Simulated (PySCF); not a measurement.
Ge(I)(OH), SMILES [OH][Ge][I] (HGeIO) (PBE0/def2-SVP optimised geometry):

```
4

Ge    -0.699    -1.008     0.000
I      1.866    -1.008     0.000
O     -0.931     0.761     0.000
H     -1.866     1.008     0.000
```

Calculation: PBE0/def2-TZVP, def2 effective core potentials past Kr (PySCF).

**Question.** What are the frontier orbital energies and the dipole moment?

**Answer.** HOMO-2 -7.68 eV, HOMO-1 -7.66 eV, HOMO -7.21 eV, LUMO -2.51 eV, LUMO+1 -0.67 eV; dipole moment 3.09 D.

On the same geometry PBE/def2-TZVP, def2 effective core potentials past Kr (PySCF) gives HOMO-2 -6.59 eV, HOMO-1 -6.54 eV, HOMO -6.15 eV, LUMO -3.21 eV, LUMO+1 -1.40 eV; dipole moment 2.92 D.
